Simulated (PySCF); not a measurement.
# Electron correlation in Br(3+) (bromine, charge +3)

[Ar] 3d10 4s2 4p2, high-spin 3P determinant. All numbers are calculated (PySCF 2.14, scalar relativity through the core potential, in cc-pVDZ-PP with ECP10MDF). Frozen: 3s2 3p6 3d10; 4 electrons correlated.

MP2 pair energies summed by pair of shells (mhartree):

```
 pair  energy  share (%)
4s-4p  -27.31       61.6
4s-4s  -12.53       28.3
4p-4p   -4.46       10.1
```

Total MP2 correlation energy: -44.30 mhartree.

Same-spin part -6.86 and opposite-spin part -37.45 mhartree; SCS-MP2 scales them by 1/3 and 6/5 to -47.22 mhartree.

| level | correlation energy (mhartree) |
| --- | --- |
| CCSD | -60.77 |
| (T) | -0.49 |
| CCSD(T) | -61.26 |

Diagnostics: T1 = 0.0051, D1 = 0.0142, largest double amplitude 0.093.

**Question.** Is a single reference adequate?

**Answer.** Mostly. T1 lies below 0.03, but a double amplitude of this size points to a near-degeneracy that CCSD handles and MP2 describes poorly.
